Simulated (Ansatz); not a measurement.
```yaml
crystal:
  periodic: [false, false, false]
  atoms:
    - {symbol: O, position_ang: [-0.832873, -1.539854, 1.165992]}
    - {symbol: C, position_ang: [-0.418791, -1.113873, 0.124826]}
    - {symbol: Ge, position_ang: [0.298983, 0.747911, -0.084807]}
    - {symbol: H, position_ang: [-0.422155, -1.762987, -0.783070]}
    - {symbol: H, position_ang: [-0.532643, 1.472745, -1.156174]}
    - {symbol: H, position_ang: [0.214790, 1.471668, 1.261997]}
    - {symbol: H, position_ang: [1.753888, 0.656291, -0.574363]}
basis:
  gaussian: {orbitals: def2-SVP}
hamiltonian: {xc: {name: SPW92}}
```

```sh
$ ansatz run in.yaml --threads 2 --pin off --events-out ev --progress --plain --max-ram 4352MiB
```

It prints (some lines left out):

```
Functional definition: SPW92
884 factors; their error is unknown
mean field evaluation 1: about -59541.7317 eV, gradient 4.5e1 eV
mean field evaluation 2: about -59526.2067 eV, gradient 9.8e1 eV
mean field evaluation 4: about -59545.4657 eV, gradient 7.1e0 eV
mean field evaluation 8: about -59545.5418 eV, gradient 1.2e-1 eV
mean field evaluation 16: about -59545.5419 eV, gradient 1.6e-5 eV
mean field -59545.54187174 eV, -2188.2583023684 hartree, gradient 1.6e-5 eV, S^2 0.000000; 0 other end points of the search recorded, 0 dependent functions left out
reference -59545.54189888 eV, -2188.2583033658 hartree; 25, 25 occupied and 55, 55 virtual orbitals, 884 factors
Total energy: -59545.54189888 eV, -2188.2583033658 hartree
```

Run time 0.55 s (2 threads of an Intel Xeon Platinum 8259CL on a shared host); peak host memory 0.12 GiB.
